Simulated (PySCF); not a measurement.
Titanium dioxide, O₂Ti, SMILES [O]=[Ti]=[O], point group C2v.

Force field and properties: PBE0/pcSseg-2 (PySCF, grid level 2). Vibrational terms come from second-order perturbation theory with semi-diagonal cubic constants, by steps of ±0.6 along the normal coordinates of each isotopologue. The parent has the commonest isotopes.

Equilibrium geometry (Å):

| atom | x | y | z |
| --- | --- | --- | --- |
| O1 | -1.3392 | 0.1243 | -0.2421 |
| Ti2 | 0.0364 | -0.2729 | 0.5305 |
| O3 | 1.3487 | 0.1385 | -0.3386 |

Task: Give the equilibrium and ground-state rotational constants (MHz) of parent; ¹⁷O at 1; ¹⁸O at 1, ¹⁸O at 3.

Result: 
```
           species     Ae      Be      Ce     A0      B0      C0  Δ0 (u Å²)  harmonic ZPE (cm⁻¹)
            parent  31423  8735.2  6835.1  31650  8708.3    6811      0.199                 1203
          ¹⁷O at 1  30873  8470.8    6647  31093  8445.1  6623.7      0.201                 1190
¹⁸O at 1, ¹⁸O at 3  29324  7762.5  6137.8  29527  7739.5  6116.8      0.207                 1152
```

Δ0 = Ic − Ia − Ib from the ground-state constants.

Task: How is the parent's vibrational correction B0 − Be made up?

Result: 
```csv
axis,harmonic,Coriolis,cubic,total (MHz)
a,206,-0,20.6,227
b,20.8,-0,-47.7,-26.9
c,5.3,-1.26,-28.2,-24.2
```

Task: And its quartic centrifugal distortion constants from the harmonic force field?

Result: Asymmetric top, A reduction, Ir representation: ΔJ = 8.06 kHz, ΔJK = -92.5 kHz, ΔK = 694 kHz, δJ = 2.89 kHz, δK = 15 kHz.
